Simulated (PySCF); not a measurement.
A PySCF script (with the pyscf-properties extension) for the NMR shieldings of SMILES CC(C)BSCF, C4H10BFS, on a GFN2-xTB geometry:

```python
import basis_set_exchange as bse
import numpy as np
from pyscf import gto, dft
from pyscf.prop import nmr

atoms = """
C    -1.893934   -1.032852    0.198097
C    -1.113884    0.240607   -0.177532
C    -1.380598    1.332009    0.863304
B     0.417812   -0.111015   -0.391319
S     1.652403    0.584259    0.664843
C     3.188175   -0.193253    0.035700
F     3.134686   -1.548594    0.118161
H    -1.538456   -1.426644    1.147921
H    -2.954839   -0.811578    0.295760
H    -1.768177   -1.801085   -0.561125
H    -1.526252    0.586581   -1.135232
H    -1.014852    1.021590    1.839807
H    -0.872076    2.254450    0.591291
H    -2.446751    1.536759    0.944042
H     0.759178   -0.846635   -1.233901
H     3.338044    0.074768   -1.012777
H     4.012524    0.152661    0.662605
"""
names = dict.fromkeys(["C", "B", "S", "F", "H"], "pcSseg-1")
basis = {el: gto.basis.parse(bse.get_basis(n, elements=[el], fmt="nwchem")) for el, n in names.items()}
mol = gto.M(atom=atoms, basis=basis, charge=0, verbose=0)
mf = dft.RKS(mol, xc="PBE0")
mf.grids.level = 2
mf.grids.alignment = dft.numint.BLKSIZE   # the property module wants whole blocks of grid points
mf.conv_tol = 1e-9
mf.kernel()

calc = nmr.RKS(mf)   # GIAO
C = mf.mo_coeff
Co = C[:, mf.mo_occ > 0]
resp = mf.gen_response(singlet=True, hermi=2)
def vind(x):   # induced exchange potential for any number of trial vectors
    d = np.einsum("pi,xij,qj->xpq", C, 2 * x.reshape(-1, C.shape[1], Co.shape[1]), Co, optimize=True)
    return np.einsum("xpq,pi,qj->xij", resp(d - d.transpose(0, 2, 1)), C, Co, optimize=True).ravel()
mo1, _ = nmr.rhf.solve_mo1(calc, with_cphf=vind)
sigma = calc.kernel(mo1)
for i, s in enumerate(sigma):   # ppm
    print("%2d %-2s %9.2f" % (i, mol.atom_pure_symbol(i), np.trace(s) / 3))
```

Q: Give the expected output.

A: 
```
 0 C     167.30
 1 C     158.39
 2 C     166.09
 3 B      25.29
 4 S     353.06
 5 C      96.66
 6 F     388.43
 7 H      31.10
 8 H      30.50
 9 H      30.27
10 H      29.96
11 H      30.57
12 H      30.34
13 H      30.65
14 H      24.04
15 H      25.88
16 H      25.89
```

These numbers come from an equivalent density-fitted implementation of the same equations, which agrees with the script to about 0.01 ppm for H and up to a few tenths of a ppm for heavy atoms, so last digits may differ.

Size and cost of the density-fitted run: 176 basis functions, 62 s wall time on 1 thread of an Intel Xeon, shared host; peak memory 0.8 GiB.
